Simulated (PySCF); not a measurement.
Ti(Cl)4, Cl₄Ti, SMILES [Cl][Ti]([Cl])([Cl])[Cl] (CAM-B3LYP/def2-SVP optimised geometry):

```
5

Ti    -0.718    -1.015     0.000
Cl    -1.435    -2.030     1.758
Cl    -1.436    -2.028    -1.759
Cl    -1.435     1.015     0.000
Cl     1.435    -1.015     0.000
```

Method: PySCF with CAM-B3LYP/def2-TZVP.

Task: What are the frontier orbital energies and the dipole moment?

Result: HOMO-2 -10.94 eV, HOMO-1 -10.94 eV, HOMO -10.94 eV, LUMO -2.65 eV, LUMO+1 -2.65 eV; dipole moment 0.00 D.

On the same geometry PBE/def2-TZVP in PySCF 2.14.0 gives HOMO-2 -8.25 eV, HOMO-1 -8.25 eV, HOMO -8.25 eV, LUMO -4.49 eV, LUMO+1 -4.49 eV; dipole moment 0.00 D.

Meta-Löwdin charges at CAM-B3LYP/def2-TZVP: Ti1 1.19, Cl2 -0.30, Cl3 -0.30, Cl4 -0.30, Cl5 -0.30.
